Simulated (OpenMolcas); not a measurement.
Ne3+.

```json
{
  "Program": "OpenMolcas",
  "Basis": "ANO-L-VTZP [4s3p2d1f]",
  "Scalar Hamiltonian": "non-relativistic, point nucleus",
  "Active space": "3 electrons in 3 orbitals (2p)",
  "State averaging": "2S+1 = 4 odd, 1 root; 2S+1 = 2 odd, 8 roots",
  "Spin-orbit coupling": "state interaction with AMFI integrals over the reference wave functions, term energies averaged over their components"
}
```

Two sets of levels on these reference wave functions, in eV above 2s2 2p3 4S* 3/2: one from CASSCF and one from SS-CASPT2, IPEA 0.25 Eh, imaginary shift 0.1 Eh (closed shells correlated: 1s 2s).

| Level | Set 1 | Set 2 |
| --- | --- | --- |
| 2s2 2p3 4S* 3/2 | 0.0000 | 0.0000 |
| 2s2 2p3 2D* 3/2 | 5.299 | 5.631 |
| 2s2 2p3 2D* 5/2 | 5.302 | 5.633 |
| 2s2 2p3 2P* 1/2 | 8.325 | 9.352 |
| 2s2 2p3 2P* 3/2 | 8.329 | 9.355 |

**Question.** Which set is which?

**Answer.** Set 1 is SS-CASPT2. Its levels of the other terms of 2s2 2p3 lie at 0.89 to 0.94 of the other set's values, as expected, since terms of lower spin or lower L gain more correlation energy than the Hund ground term.

CASPT2 breaks the degeneracy within a term, and the mean is taken; among the terms shown or strongly mixed into the levels shown the widest spread is 230 cm-1 (2s2 2p3 2D*, SS-CASPT2). With the s shell closed, the reference lacks s² → p² mixing. Only configurations of the active space appear.

* marks odd parity.
